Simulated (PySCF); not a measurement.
B3LYP has the VWN-RPA correlation part, as in Gaussian. Delta-SCF ions had no search for a lower state. Excitations are Tamm–Dancoff values on a coarser integration grid. The basis has no diffuse functions, so Rydberg states are missing or too high.

Z-matrix (Å, degrees):
```
C
C 1 1.4048
H 2 1.0918 1 119.45
C 2 1.3954 3 119.81 1 -179.18
H 4 1.0936 2 118.84 3 -0.42
C 1 1.4048 2 118.24 3 -179.52
H 6 1.0923 1 119.10 2 -178.96
C 6 1.3947 7 120.05 1 -179.10
H 8 1.0943 6 118.72 7 -0.36
C 4 1.4064 5 119.87 2 -179.95
C 1 1.4906 2 121.22 3 -0.95
C 11 1.3493 1 120.25 2 -126.70
H 12 1.0920 11 121.48 1 1.30
H 12 1.0934 13 117.51 11 -179.49
C 11 1.4716 12 119.97 13 -179.48
C 15 1.3418 11 126.63 12 -170.34
H 16 1.0924 15 122.03 11 -0.86
H 16 1.0928 17 117.21 15 -179.50
H 15 1.0961 16 118.70 17 -178.95
Si 10 1.8804 4 121.25 5 0.38
H 20 1.4916 10 109.30 4 -11.67
H 20 1.4929 21 109.40 5 130.35
H 20 1.4939 21 108.65 22 117.28
```
Charge 0, spin multiplicity 1.

Problem. What is the computed vertical ionisation energy (Delta-SCF), LUMO, HOMO, brightest of the four lowest singlets (TDA) and S1–T1 gap (TDA) (B3LYP-D3(BJ)/def2-TZVP // B3LYP-D3(BJ)/def2-SVP in PySCF)?

Solution. 
| Quantity | Result |
|---|---|
| vertical ionisation energy (Delta-SCF) | 8.15 eV |
| LUMO | -1.40 eV |
| HOMO | -6.46 eV |
| brightest of the four lowest singlets (TDA) | 5.00 eV |
| S1–T1 gap (TDA) | 1.73 eV |
